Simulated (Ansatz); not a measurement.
Total energies of the cluster GeO₂ from Ansatz at PBE-D4/def2-TZVP, gas phase (1 Eh = 27.2114 eV = 2625.5 kJ/mol). The reference geometry is relaxed at PBE0-D4/def2-TZVP.

Cartesian coordinates in Å:
```
Ge -0.001 0.000 0.000
O 0.779 -1.409 0.096
O -0.778 1.409 -0.095
```

```tsv
state	geometry	energy (Eh)
charge 0 singlet	reference	-2227.02657
charge 1 doublet	reference	-2226.59947
charge 0 triplet	relaxed at PBE0-D4/def2-TZVP	-2226.96504
charge 0 quintet	relaxed at PBE0-D4/def2-TZVP	-2226.81548
free Ge atom (triplet)	–	-2076.60177
free O atom (triplet)	–	-75.00967
```

Problem. Work out the vertical ionisation energy to the doublet.

Solution. E(charge 1 doublet) − E(charge 0 singlet) = -2226.59947 − (-2227.02657) = 0.42710 Eh = 11.62 eV. For comparison, −ε of the highest occupied level is 7.84 eV at this level, 3.78 eV less.

Problem. Which of the charge 0 states is lowest, and how far above it are the others?

Solution. The singlet. triplet: -2226.96504 − (-2227.02657) = 0.06153 Eh = 161.5 kJ/mol; quintet: -2226.81548 − (-2227.02657) = 0.21109 Eh = 554.2 kJ/mol.

Problem. What is the binding energy per atom against free atoms?

Solution. Atoms: 1 × (-2076.60177) + 2 × (-75.00967) = -2226.62111 Eh. Binding: -2226.62111 − (-2227.02657) = 0.40546 Eh = 11.03 eV, or 3.68 eV for each of 3 atoms (no zero-point energy, no counterpoise term).

The structure comes from a short search, and lower isomers may exist.
